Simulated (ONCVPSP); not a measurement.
# u(r) = r·R(r): atom against pseudo-atom (cobalt)

Columns: radius, all-electron u(r) and pseudo u(r) of the 3p shell (level -103.63 eV) of cobalt in the configuration [Ne] 3s2 3p6 3d6; BLYP, scalar-relativistic, ONCV scheme, ONCVPSP 4.0.1.

```json
{"r (bohr)": "0.065", "all-electron": "-0.3953", "pseudo": "0.0290"}
{"r (bohr)": "0.130", "all-electron": "-0.6318", "pseudo": "0.1127"}
{"r (bohr)": "0.195", "all-electron": "-0.4897", "pseudo": "0.2431"}
{"r (bohr)": "0.260", "all-electron": "-0.1436", "pseudo": "0.4074"}
{"r (bohr)": "0.325", "all-electron": "0.2482", "pseudo": "0.5887"}
{"r (bohr)": "0.390", "all-electron": "0.5966", "pseudo": "0.7689"}
{"r (bohr)": "0.455", "all-electron": "0.8659", "pseudo": "0.9303"}
{"r (bohr)": "0.520", "all-electron": "1.0499", "pseudo": "1.0589"}
{"r (bohr)": "0.585", "all-electron": "1.1563", "pseudo": "1.1456"}
{"r (bohr)": "0.650", "all-electron": "1.1999", "pseudo": "1.1881"}
{"r (bohr)": "0.715", "all-electron": "1.1960", "pseudo": "1.1892"}
{"r (bohr)": "0.780", "all-electron": "1.1582", "pseudo": "1.1559"}
{"r (bohr)": "0.845", "all-electron": "1.0983", "pseudo": "1.0978"}
{"r (bohr)": "0.910", "all-electron": "1.0247", "pseudo": "1.0245"}
{"r (bohr)": "0.975", "all-electron": "0.9442", "pseudo": "0.9440"}
{"r (bohr)": "1.040", "all-electron": "0.8614", "pseudo": "0.8612"}
{"r (bohr)": "1.105", "all-electron": "0.7796", "pseudo": "0.7794"}
{"r (bohr)": "1.170", "all-electron": "0.7009", "pseudo": "0.7007"}
{"r (bohr)": "1.235", "all-electron": "0.6266", "pseudo": "0.6265"}
{"r (bohr)": "1.300", "all-electron": "0.5576", "pseudo": "0.5575"}
{"r (bohr)": "1.365", "all-electron": "0.4942", "pseudo": "0.4941"}
{"r (bohr)": "1.430", "all-electron": "0.4365", "pseudo": "0.4364"}
{"r (bohr)": "1.495", "all-electron": "0.3844", "pseudo": "0.3843"}
{"r (bohr)": "1.560", "all-electron": "0.3376", "pseudo": "0.3375"}
{"r (bohr)": "1.625", "all-electron": "0.2958", "pseudo": "0.2957"}
{"r (bohr)": "1.690", "all-electron": "0.2586", "pseudo": "0.2585"}
```

Problem. How many radial nodes do the two functions have?

Solution. The all-electron 3p function has n − l − 1 = 1; the pseudo-wave has 0, since the states of the same l below it are removed with the core.

Problem. At about which radius was the pseudo-wave matched?

Solution. 0.90 bohr, where the columns begin to agree (steps of 0.07 bohr).

Problem. Is the pseudo-wave norm-conserving?

Solution. Yes: the ONCV scheme keeps the norm inside the radius equal to the all-electron one, which fixes the energy derivative of the logarithmic derivative at the level.
